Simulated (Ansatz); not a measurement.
`BO[SiH](C)F` → `BOC` + `F[SiH]`  (silylene formation by 1,1-elimination)

Program: Ansatz. Geometries: PBE0-D4/def2-TZVP. ΔE: electronic, gas phase. CCSD(T)/CBS is the MP2 limit (def2-TZVPP, def2-QZVPP) plus CCSD(T) − MP2 in def2-TZVPP, frozen cores. This one scheme is used for every species. DFT in def2-TZVPP. B3LYP here is the variant with VWN-RPA as its local correlation; programs differ in this. One conformer a species, not always the lowest.

`BO[SiH](C)F`:

```xyz
11

B    -2.085    0.963   -0.009
O    -0.755    0.831    0.180
Si    0.388   -0.084   -0.576
C     1.534   -0.779    0.686
F     1.194    0.894   -1.543
H    -2.677    1.744    0.681
H    -2.642    0.302   -0.846
H    -0.274   -1.099   -1.427
H     1.978    0.021    1.283
H     0.999   -1.452    1.361
H     2.339   -1.342    0.209
```

`BOC`:

Cartesian coordinates in Å:
```
B -0.515 -1.187 0.383
O 0.260 -0.502 -0.467
C 0.444 0.896 -0.362
H -1.086 -0.616 1.276
H -0.603 -2.367 0.205
H -0.116 1.307 0.483
H 1.508 1.102 -0.230
H 0.108 1.366 -1.288
```

`F[SiH]`:

Cartesian coordinates in Å:
```
F 1.053 -0.156 -0.637
Si -0.342 0.556 -0.257
H -0.711 -0.399 0.894
```

CCSD(T)/CBS gives +98.6 kcal/mol.

(1) Another level gave +98.7 kcal/mol. Which?
A. PBE-D4/def2-TZVPP
B. SCS-MP2/def2-TZVPP
C. B3LYP-D4/def2-TZVPP
D. ωB97M-V/def2-TZVPP

Largest T1 diagnostic among the species: 0.015.

Results:

(1) B. SCS-MP2/def2-TZVPP 98.7, ωB97M-V 96.2, B3LYP-D4 95.0, PBE-D4 93.3 kcal/mol.

From PBE to PBE0 (25 % exact exchange), in def2-TZVPP and without D4, ΔE moves by +5.4 kcal/mol. The D4 term adds +3.2 kcal/mol with B3LYP and +1.7 kcal/mol with PBE0; it sums over pairs of atoms, weighted by their polarisabilities, and B3LYP, whose exchange is more repulsive, gets the larger term.
